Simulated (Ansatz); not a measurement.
`[OH][SnH]([Br])[Br]` and `[F][SnH]([Br])[Br]` differ in one atom or group.

Ansatz, PBE0-D4/def2-TZVP geometries, multiplicity 1. Each molecule was computed in one conformer, which needn't be the lowest.

Elements past krypton have def2 core potentials. Scalar relativity is left out up to krypton. Spin–orbit coupling is left out; it splits and shifts lone-pair levels of the heavy atoms by tenths of an eV.

```json
{"property": "HOMO energy (PBE/def2-TZVPP) / eV", "`[OH][SnH]([Br])[Br]`": "-7.29"}
{"property": "size of the dipole moment (ωB97M-V/def2-TZVPP) / D", "`[OH][SnH]([Br])[Br]`": "0.61"}
{"property": "HOMO–LUMO gap (PBE/def2-TZVPP) / eV", "`[OH][SnH]([Br])[Br]`": "4.31"}
{"property": "size of the dipole moment (B3LYP/def2-TZVPP) / D", "`[OH][SnH]([Br])[Br]`": "0.57"}
{"property": "HOMO–LUMO gap (ωB97M-V/def2-TZVPP) / eV", "`[OH][SnH]([Br])[Br]`": "10.66"}
{"property": "LUMO energy (ωB97M-V/def2-TZVPP) / eV", "`[OH][SnH]([Br])[Br]`": "-0.15"}
```

Q: Give the same properties after the change, and the shifts. (An estimate is asked.)

A: Computed: 
```csv
property,`[F][SnH]([Br])[Br]`,shift
HOMO energy (PBE/def2-TZVPP) / eV,-7.61,-0.32
size of the dipole moment (ωB97M-V/def2-TZVPP) / D,2.31,1.70
HOMO–LUMO gap (PBE/def2-TZVPP) / eV,4.30,-0.01
size of the dipole moment (B3LYP/def2-TZVPP) / D,2.28,1.71
HOMO–LUMO gap (ωB97M-V/def2-TZVPP) / eV,10.65,-0.01
LUMO energy (ωB97M-V/def2-TZVPP) / eV,-0.45,-0.30
```

The zero-point energy changes by -29.5 kJ/mol with -3 modes. Dipoles are sizes alone; their direction can turn.

B3LYP here is the variant with VWN-RPA as its local correlation; programs differ in this.
